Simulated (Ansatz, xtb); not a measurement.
FGeHO: where a starting geometry ends

The starting geometry of this gas-phase singlet has its atoms placed at random.

```xyz
4

F     1.7325    0.4345   -0.2958
Ge   -0.3970    0.2553   -0.9899
O     0.4809   -0.9204    1.1383
H    -1.4613    0.8686   -0.4662
```

Guess where an optimisation with r2SCAN-D4/def2-SVP ends from this start.

It ends as `[O]=[GeH][F]`. Distances that change by over a tenth: Ge2–H4 (1.34 → 1.53 Å). Contacts that close: F1–Ge2 (2.25 → 1.73 Å), Ge2–O3 (2.58 → 1.63 Å).

The energy falls by 8.12 eV over 12 steps:

```json
{"step": "1", "E − E(last) (eV)": "8.116"}
{"step": "2", "E − E(last) (eV)": "5.841"}
{"step": "3", "E − E(last) (eV)": "4.399"}
{"step": "5", "E − E(last) (eV)": "2.106"}
{"step": "6", "E − E(last) (eV)": "0.948"}
{"step": "7", "E − E(last) (eV)": "0.277"}
{"step": "8", "E − E(last) (eV)": "0.067"}
{"step": "10", "E − E(last) (eV)": "0.003"}
{"step": "11", "E − E(last) (eV)": "0.000"}
{"step": "12", "E − E(last) (eV)": "0.000"}
```

Final geometry (Å):

```xyz
4

F     1.4439    0.8095   -0.7352
Ge    0.0021    0.0902   -0.0958
O     0.0342   -1.2260    0.8604
H    -1.1251    0.9642   -0.6428
```

From the same start GFN2-xTB reaches the same bonding as this run.

From so rough a start the end depends on the optimiser's path, so another program may land elsewhere. No frequencies were run, so the end isn't proven a minimum. Run with Ansatz 0.2.0, 36 s on 1 thread of Intel(R) Xeon(R) Processor @ 2.50GHz (Skylake/Cascade Lake), with other jobs on the host.
